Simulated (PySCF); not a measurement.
**Potential energy of InF along the bond**

Set-up: basis In x2c-TZVPPall, F x2c-TZVPPall; spin-free X2C with a Gaussian nucleus; PySCF 2.14. Energies in eV from In + F in their ground configurations at the same level. State: ¹Σ⁺ (singlet), closed shell.

```
R (Å)  r²SCAN
1.723  -4.546
1.803  -5.145
1.883  -5.458
1.943  -5.563
2.003  -5.587
2.063  -5.552
2.143  -5.440
2.243  -5.231
2.364  -4.925
2.524  -4.484
```

Put a parabola through the three lowest points of the r²SCAN curve and estimate Re, k and ωe (reduced mass 16.3 u; 1 eV/Å² = 0.16022 mdyn/Å; ωe = 1302.8·√(k/μ) cm⁻¹).

Through R = 1.943, 2.003, 2.063 Å the second-order coefficient is 8.19 eV/Å², so Re ≈ 1.997 Å, k ≈ 2.63 mdyn/Å and ωe ≈ 523 cm⁻¹. A polynomial fit of higher order to the unrounded r²SCAN energies gives Re = 1.995 Å, k = 2.73 mdyn/Å, ωe = 533 cm⁻¹; anharmonicity and rounding make the difference.

The higher-order fit for each curve: r²SCAN: Re = 1.995 Å, ωe = 533 cm⁻¹, De = 5.59 eV.

Spin–orbit coupling is left out, which matters for elements this heavy, above all for dissociation energies.
